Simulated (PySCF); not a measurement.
Mayer bond orders and bond lengths

Species: C₇H₁₃OPSi.
SMILES with atom numbers: `[CH3:1][c:2]1[o:3][cH:4][c:5]([Si:6]([CH3:7])([CH3:8])[CH3:9])[p:10]1` (hydrogens: H11, H12, H13 on C1; H14 on C4; H15, H16, H17 on C7; H18, H19, H20 on C8; H21, H22, H23 on C9)

Geometry (GFN2-xTB, Å), atoms numbered from 1 in this order:
```xyz
23
C7H13OPSi angstrom
C      4.226    0.053   -0.897
C      2.784    0.140   -0.528
O      2.424    1.187    0.236
C      1.115    1.161    0.507
C      0.404    0.129   -0.010
Si    -1.447   -0.174    0.204
C     -1.676   -1.793    1.186
C     -2.212   -0.346   -1.533
C     -2.226    1.289    1.144
P      1.504   -0.925   -0.942
H      4.390   -0.817   -1.526
H      4.536    0.948   -1.437
H      4.844   -0.029   -0.003
H      0.757    1.972    1.115
H     -1.265   -1.712    2.188
H     -1.170   -2.617    0.691
H     -2.725   -2.055    1.279
H     -1.691   -1.108   -2.107
H     -2.147    0.584   -2.090
H     -3.259   -0.628   -1.482
H     -3.296    1.148    1.257
H     -1.804    1.392    2.139
H     -2.073    2.227    0.620
```

Bond orders from the PBE0/pcSseg-1 density (PySCF). Geometry: GFN2-xTB; no solvent, vibrations or thermal averaging.

Problem. How far do the computed orders between heavy atoms stray from the drawn ones?

Solution. The largest departure is 0.452, at C2–O3 (drawn aromatic, 1.048), counting aromatic bonds as 1.5. Drawn single, order below 0.88: C5–Si6 (0.766). The bonds drawn aromatic range from 1.05 to 1.66.

Problem. Give the Mayer order of every bond between heavy atoms, beside its length.

Solution. 
```tsv
bond	drawn as	length (Å)	Mayer order
C1–C2	single	1.491	1.060
C2–O3	aromatic	1.345	1.048
O3–C4	aromatic	1.337	1.075
C4–C5	aromatic	1.356	1.662
C5–Si6	single	1.888	0.766
Si6–C7	single	1.907	0.980
Si6–C8	single	1.906	0.976
Si6–C9	single	1.906	0.970
C5–P10	aromatic	1.785	1.123
P10–C2	aromatic	1.717	1.528
```

Bonds between the same two heavy elements. C–C: lowest C1–C2 (1.060, 1.491 Å), highest C4–C5 (1.662, 1.356 Å). C–O: lowest C2–O3 (1.048, 1.345 Å), highest O3–C4 (1.075, 1.337 Å). C–Si: lowest C5–Si6 (0.766, 1.888 Å), highest Si6–C7 (0.980, 1.907 Å); in 3 of the 6 pairs the longer bond (by over 0.003 Å) has the higher order (by 0.02 or more). C–P: lowest C5–P10 (1.123, 1.785 Å), highest P10–C2 (1.528, 1.717 Å).

Problem. And the bonds to hydrogen?

Solution. C–H: 0.94 to 0.98 (13 bonds).

Problem. Sum the orders of all bonds at each heavy atom with more than one neighbour and set the sums beside the valence in the SMILES.

Solution. C1 3.902 (drawn 4), C2 3.636 (drawn 4), O3 2.123 (drawn 2), C4 3.717 (drawn 4), C5 3.551 (drawn 4), Si6 3.692 (drawn 4), C7 3.839 (drawn 4), C8 3.836 (drawn 4), C9 3.831 (drawn 4), P10 2.651 (drawn 3). Orders between atoms that aren't bonded are not in these sums.

Mayer orders depend on the basis set.
